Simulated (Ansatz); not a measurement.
H9N3Si3, triplet, at the geometry of the source list (a higher spin typed on purpose: for a closed-shell molecule this is an excited state). Base run: BLYP/6-31G* run with Ansatz (a first-principles code).

Ansatz was given this input:
Ansatz 0.2 input:
```yaml
crystal:
  periodic: [false, false, false]
  atoms:
    - {symbol: Si, position_ang: [1.66910000, -0.43420000, -0.53010000]}
    - {symbol: N, position_ang: [0.51200000, -1.52140000, 0.14690000]}
    - {symbol: Si, position_ang: [-1.17660000, -1.29940000, 0.42870000]}
    - {symbol: N, position_ang: [-1.44110000, 0.39700000, 0.60300000]}
    - {symbol: Si, position_ang: [-0.53150000, 1.72390000, -0.02190000]}
    - {symbol: N, position_ang: [1.08550000, 1.16520000, -0.24950000]}
    - {symbol: H, position_ang: [1.83960000, -0.68320000, -1.97510000]}
    - {symbol: H, position_ang: [2.94000000, -0.60000000, 0.18600000]}
    - {symbol: H, position_ang: [0.82120000, -2.47620000, 0.20070000]}
    - {symbol: H, position_ang: [-1.97060000, -1.84090000, -0.69110000]}
    - {symbol: H, position_ang: [-1.52980000, -1.95840000, 1.69200000]}
    - {symbol: H, position_ang: [-2.34960000, 0.64340000, 0.95660000]}
    - {symbol: H, position_ang: [-0.51910000, 2.79450000, 0.98200000]}
    - {symbol: H, position_ang: [-1.10540000, 2.19850000, -1.29570000]}
    - {symbol: H, position_ang: [1.75630000, 1.89130000, -0.43250000]}
basis:
  gaussian:
    orbitals: 6-31G*
hamiltonian:
  xc: blyp
magnetization: {spin_polarized: true, initial_magnetization: 2}
```

The base run was repeated with changes; each row names its change, and settings that it needs were set with it.

```
change                                                          ΔE vs base (kcal/mol)                outcome
--------------------------------------------------------------  ---------------------  ---------------------
base                                                                            0.000              converged
final_grid = 6, 12, 29                                                         -0.001              converged
nuclear_model = gaussian                                                        0.327              converged
accuracy = high                                                                 0.003              converged
point_charge = charge:1.0 position_ang:5.0742, -0.0933, -3.214                 -10.73              converged
forces = on                                                                     0.000              converged
lower_state_search = off                                                        0.062              converged
final_grid = 4, 8, 17                                                           0.096              converged
lower_state_search = full                                                       0.000              converged
final_grid = 14, 28, 59                                                             -  cut at the time limit
```
